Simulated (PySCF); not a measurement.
A GIAO shielding run with PySCF 2.14.0 with density-fitted response routines (density fitting, non-relativistic, gas phase) on SMILES CC(C)(CS)[SiH2]F, C4H11FSSi:

```
$ OMP_NUM_THREADS=1 python probes_run.py task.json out

{"job": {"kind": "nmr", "xc": "PBE0", "basis": "pcSseg-1"}, "charge": 0, "multiplicity": 1}
C     -1.102586     0.246520    -1.290426
C     -0.126759     0.167408    -0.110182
C     -0.262381     1.436552     0.734461
C      1.286799     0.099460    -0.686643
S      2.588122    -0.185401     0.565654
Si    -0.521564    -1.375667     0.956069
F     -2.121033    -1.385001     1.151966
H     -1.039316    -0.643840    -1.913706
H     -2.123594     0.336825    -0.928115
H     -0.882378     1.114442    -1.911897
H     -1.242791     1.483842     1.202791
H      0.494729     1.460069     1.515800
H     -0.137925     2.323544     0.112969
H      1.557132     1.049121    -1.152967
H      1.376639    -0.691551    -1.430375
H      2.461607    -1.508225     0.634546
H      0.017832    -1.311486     2.302200
H     -0.231294    -2.610296     0.236199
```

Hardware: 1 thread of an Arm Neoverse N1, shared host. The job also computes population analyses, field gradients.

Q: How large is the calculation?

A: 74 electrons, 188 basis functions and 1021 auxiliary functions.

Q: How long does it take, and how much memory does it need?

A: 47 s of wall time, with 13 SCF cycles and 5 response iterations; peak memory 0.85 GiB. Times on a shared host scatter by some tens of per cent.
